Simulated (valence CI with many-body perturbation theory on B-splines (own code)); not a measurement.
Level structure of K5+

Level of theory: valence CI with perturbative core correlation (CI+MBPT): four valence electrons over a frozen Dirac-Fock core [Ne], radial functions for each j: 9 s, 9 p, 8 d, 6 f, 3 g, 1 h, with the one-electron correlation potential Σ1 (screened to all orders), the two-electron term Σ2, the three-electron term Σ3, Breit, model QED; selected single and double excitations, second order for the rest, scaled by the run's own slope (own B-spline code, finite nucleus).

Against 21 measured levels this calculation errs by 144 cm⁻¹ on average and by 498 at most. These come from a selection out of Sansonetti, J. Phys. Chem. Ref. Data 37, 7 (2008). Levels without a partner in it may be off by more.

Levels 1 to 36 of 36, with energies above the lowest level, 3s²3p² ³P_0. "Leading %" is the weight of the configuration and term that name the level; weights of strongly mixed levels are sums over their largest components and can fall short, so below about 35 % the name and the second component can differ from the true leading terms, or belong to a minority configuration. In the jj column 3d3/2^4 stands for four electrons in 3d with j = 3/2. Lifetimes count E1, E2, E3, M1 and M2 decay at the calculated energies, and are blank where another channel may lead or the interval is too uncertain; long ones can be off by a factor of two.

```
No.  Configuration  Term  J  E (eV)  Leading %                   Leading jj  Lifetime      g
  1         3s²3p²    ³P  0   0.000         95          3s^2 3p1/2^2 (69 %)                 
  2         3s²3p²    ³P  1   0.141         96      3s^2 3p1/2 3p3/2 (96 %)    38.2 s  1.501
  3         3s²3p²    ³P  2   0.363         95          3s^2 3p3/2^2 (56 %)    12.8 s  1.497
  4         3s²3p²    ¹D  2   2.369         95      3s^2 3p1/2 3p3/2 (56 %)    564 ms  1.003
  5         3s²3p²    ¹S  0   5.406         93          3s^2 3p3/2^2 (68 %)   49.9 ms       
  6          3s3p³   ⁵S°  2  12.367         99      3s 3p1/2 3p3/2^2 (55 %)   3.27 μs  2.001
  7          3s3p³   ³D°  1  17.441         85      3s 3p1/2 3p3/2^2 (38 %)   2.67 ns  0.502
  8          3s3p³   ³D°  2  17.448         85      3s 3p1/2 3p3/2^2 (57 %)   2.72 ns  1.168
  9          3s3p³   ³D°  3  17.474         86      3s 3p1/2 3p3/2^2 (86 %)   2.82 ns  1.334
 10          3s3p³   ³P°  0  20.269         86      3s 3p1/2 3p3/2^2 (86 %)    859 ps       
 11          3s3p³   ³P°  1  20.271         86      3s 3p1/2 3p3/2^2 (57 %)    870 ps  1.498
 12          3s3p³   ³P°  2  20.271         85            3s 3p3/2^3 (45 %)    904 ps  1.497
 13          3s3p³   ¹D°  2  22.171         50      3s 3p1/2 3p3/2^2 (39 %)    739 ps  1.003
 14        3s²3p3d   ³F°  2  26.959         96      3s^2 3p1/2 3d3/2 (72 %)   57.8 ns  0.666
 15        3s²3p3d   ³F°  3  27.086         96      3s^2 3p3/2 3d3/2 (49 %)   75.6 ns  1.083
 16          3s3p³   ³S°  1  27.108         87      3s 3p1/2 3p3/2^2 (51 %)   40.1 ps  1.926
 17        3s²3p3d   ³F°  4  27.264         96      3s^2 3p3/2 3d5/2 (96 %)            1.250
 18          3s3p³   ¹P°  1  27.797         76            3s 3p3/2^3 (41 %)   71.8 ps  1.076
 19        3s²3p3d   ³P°  2  31.299         75      3s^2 3p1/2 3d5/2 (57 %)   47.4 ps  1.450
 20        3s²3p3d   ³P°  1  31.442         82      3s^2 3p3/2 3d3/2 (35 %)   48.0 ps  1.483
 21        3s²3p3d   ³P°  0  31.508         84      3s^2 3p3/2 3d3/2 (84 %)   48.0 ps       
 22        3s²3p3d   ¹D°  2  31.735         46      3s^2 3p3/2 3d5/2 (40 %)   38.1 ps  1.044
 23        3s²3p3d   ³D°  1  32.261         82      3s^2 3p3/2 3d3/2 (43 %)   30.6 ps  0.517
 24        3s²3p3d   ³D°  2  32.314         82      3s^2 3p3/2 3d3/2 (51 %)   30.8 ps  1.173
 25        3s²3p3d   ³D°  3  32.350         84      3s^2 3p3/2 3d5/2 (58 %)   31.0 ps  1.333
 26        3s²3p3d   ¹F°  3  35.467         94      3s^2 3p3/2 3d3/2 (38 %)   28.1 ps  1.000
 27        3s²3p3d   ¹P°  1  36.479         82      3s^2 3p3/2 3d5/2 (52 %)   36.7 ps  0.999
 28            3p⁴    ³P  2  37.821         53       3p1/2^2 3p3/2^2 (42 %)    425 ps  1.492
 29            3p⁴    ³P  1  38.036         53         3p1/2 3p3/2^3 (53 %)    422 ps  1.501
 30            3p⁴    ³P  0  38.122         53               3p3/2^4 (33 %)    421 ps       
 31            3p⁴    ¹D  2  38.946         60         3p1/2 3p3/2^3 (47 %)    704 ps  1.008
 32        3s3p²3d    ⁵F  1  39.473         99  3s 3p1/2 3p3/2 3d3/2 (42 %)    445 ns  0.000
 33        3s3p²3d    ⁵F  2  39.516         99  3s 3p1/2 3p3/2 3d3/2 (50 %)    555 ns  1.002
 34        3s3p²3d    ⁵F  3  39.582         98  3s 3p1/2 3p3/2 3d3/2 (42 %)    832 ns  1.252
 35        3s3p²3d    ⁵F  4  39.672         98  3s 3p1/2 3p3/2 3d5/2 (54 %)   1.73 μs  1.351
 36        3s3p²3d    ⁵F  5  39.787         99      3s 3p3/2^2 3d5/2 (64 %)   3.89 μs  1.400
```

Names give the largest LS component (configuration and term), which can be under half, so a name can repeat, a term be missing and a line seem to break the LS rules; names also repeat where a configuration has a term twice.

The ionisation energy to 3s²3p ²P°1/2 of the next ion comes out as 99.452 eV (NIST: 99.44 ± 0.2 eV (semi-empirical)). All 36 levels together are meant to be complete up to 40.503 eV.
